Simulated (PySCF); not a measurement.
Spectroscopy problems

- GIAO PBE0/pcSseg-1 shieldings
- GFN2-xTB structure
- program: PySCF 2.14.0 with density-fitted response routines
- equivalent nuclei averaged, in vacuum, one computed conformer, non-relativistic Hamiltonian

Shifts are taken against calculated references (same method and geometry level): ¹H and ¹³C vs TMS. Splittings of carbon signals by F and P are missing where no couplings were computed. Where no couplings were computed, multiplicities follow the n + 1 count of equivalent neighbours, and m marks all less simple cases (inequivalent or close neighbours, rings, F or P nearby). Shifts are as computed. Against solution values, carbons near 30 ppm lie about +3 ppm off and those near 130 ppm about +5 ppm. Of 1211 compounds with measured shifts, 218 miss one by over three times the rms of a fit or turn the order of signals round; such compounds aren't used in these exercises.

Question: C6H11FOSi. ¹H NMR (400 MHz, computed): δ 6.99 (m, 1H), 6.12 (m, 1H), 5.43 (m, 1H), 5.15 (d, 2H), 3.91 (s, 3H), 2.20 (m, 3H). ¹³C{¹H} NMR (computed): δ 173.7 (C), 148.5 (CH), 127.7 (CH), 118.9 (CH), 54.2 (CH3), 17.0 (CH3). Give a structure.

Answer: SMILES C(=C\[SiH2]OC)/C=C(\C)F. Rings plus π bonds: 2 (no ring in the answer). 6 carbon signals for 6 carbons: no two carbons are equivalent. Carbon types of the structure: 1 × C, 3 × CH, 2 × CH3, leaving 2 H on heteroatoms. δC 173.7: fully substituted alkene carbon. δC 148.5, 127.7, 118.9: alkene CH; as expected for a trigonal carbon in a double bond. δC 54.2: methyl carbon bonded to O; pulled downfield by the heteroatom. δH 6.99, 6.12, 5.43: hydrogen on an alkene CH; olefinic region.

The data come from this structure; uniqueness wasn't tested.

Question: C4H15NOSi3. ¹H NMR (400 MHz, computed): δ 6.43 (s, 1H), 4.95 (s, 3H), 4.81 (s, 6H), 4.32 (s, 2H), 1.73 (s, 3H). ¹³C{¹H} NMR (computed): δ 137.4 (CH), 126.1 (C), 71.6 (CH2), 15.7 (CH3). Identify the compound.

Answer: `C/C(=C\N([SiH3])[SiH3])CO[SiH3]`. Rings plus π bonds: 1 (no ring in the answer). 4 carbon signals for 4 carbons: no two carbons are equivalent. Carbon types of the structure: 1 × C, 1 × CH, 1 × CH2, 1 × CH3, leaving 9 H on heteroatoms. δC 137.4: alkene carbon bearing nitrogen; an sp2 carbon further deshielded by the attached heteroatom. δC 126.1: β carbon of an enol-ether or enamine type C=C. δC 71.6: allylic sp3 CH2 bonded to O; deshielded by the electronegative neighbour. δC 15.7: allylic methyl carbon; saturated and bonded to C and H only.

The shifts were computed for this structure.
